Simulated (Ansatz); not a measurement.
Total energies of Te2Pd⁻ from Ansatz at PBE-D4/def2-TZVPD, gas phase (1 Eh = 27.2114 eV = 2625.5 kJ/mol). The reference geometry is relaxed at PBE-D4/def2-TZVPD.

```xyz
3

Pd   -1.134   -0.331    0.160
Te    0.989   -0.580    1.372
Te    0.145    0.911   -1.532
```

```json
{"state": "charge -1 doublet", "geometry": "reference", "energy (Eh)": "-664.13141"}
{"state": "charge 0 triplet", "geometry": "reference", "energy (Eh)": "-664.03359"}
{"state": "charge -1 quartet", "geometry": "relaxed at PBE-D4/def2-TZVPD", "energy (Eh)": "-664.09903"}
```

In the def2 sets Pd, Te take a core potential; there is no spin–orbit coupling.

Question: Work out the vertical ionisation energy to the triplet.

Answer: E(charge 0 triplet) − E(charge -1 doublet) = -664.03359 − (-664.13141) = 0.09782 Eh = 2.66 eV. For comparison, −ε of the highest occupied level of the spin that leaves is 0.36 eV at this level, 2.30 eV less.

Question: Which of the charge -1 states is lowest, and how far above it are the others?

Answer: The doublet. quartet: -664.09903 − (-664.13141) = 0.03238 Eh = 85.0 kJ/mol.

At PBE-D4/def2-TZVPD the highest occupied level of the charge -1 quartet lies above zero (up to 0.45 eV). It is a level of α spin, whose loss leaves a triplet; that state wasn't run at this geometry and level. The electron is either unbound and held by the finite basis, or the level is raised by self-interaction error. 

The structure comes from a short search, and lower isomers may exist.
